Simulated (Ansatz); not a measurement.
Results of the Gaussian-basis code of Ansatz.

Basis-set series for BCl2O, SMILES `[O]B(Cl)Cl` radical. The species carries charge 0 and has multiplicity 2. The structure was optimised at the PBE0-D4/def2-TZVP level.

| functional | basis | functions | energy (Eh) | HOMO (eV) | LUMO (eV) |
| --- | --- | --- | --- | --- | --- |
| PBE0-D4 | def2-SVP | 64 | -1019.75995 | -9.52 | -5.34 |
| PBE0-D4 | def2-TZVPP | 146 | -1020.18888 | -9.66 | -5.44 |
| ωB97M-V | def2-SVP | 64 | -1020.10187 | -11.68 | -3.10 |
| ωB97M-V | def2-TZVPP | 146 | -1020.52916 | -11.87 | -3.26 |

Q: Give the rows for def2-QZVPP. (Estimate.)

A: The calculation gave: 
```json
{"functional": "PBE0-D4", "basis": "def2-QZVPP", "functions": "254", "energy (Eh)": "-1020.22107", "HOMO (eV)": "-9.69", "LUMO (eV)": "-5.47"}
{"functional": "ωB97M-V", "basis": "def2-QZVPP", "functions": "254", "energy (Eh)": "-1020.55953", "HOMO (eV)": "-11.91", "LUMO (eV)": "-3.30"}
```

HOMO and LUMO are taken over both spins.
